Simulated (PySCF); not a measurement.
**Exercise with solution: refractive index and permittivity of the vapour**

Mg(Me)(SMe) (C₂H₆MgS), SMILES [Mg]([CH3])[S]C.

The structure is a stationary point at B3LYP-D3(BJ)/def2-SVP. The structure was generated by enumeration; whether it is a known compound was not checked. Other conformers were not sampled.

PBE/def2-TZVP (PySCF) gives a mean static polarisability of 78.3 bohr³ and a dipole moment of 1.64 D. Take an ideal gas at 298.15 K and 0.1 bar, whether or not the substance is that volatile.

Question: Work out n − 1 in the optical limit and the static ε − 1.

Answer: 
Polarisability volume α' = 78.3 × 0.148185 = 11.60 Å³. Number density N = p/kT = 2.43e-6 Å⁻³.
Dilute limit of Lorentz–Lorenz: n − 1 = 2π N α' = 0.00018.
Orientation term of Debye: μ²/(3kT) = 8.098 Å³ × μ²(D²) = 21.78 Å³.
ε − 1 = 4π N (α' + μ²/3kT) = 0.0010. Orientation of the dipole supplies 65 % of the static response; it can't follow optical fields. Vibrational polarisation and dispersion are left out.
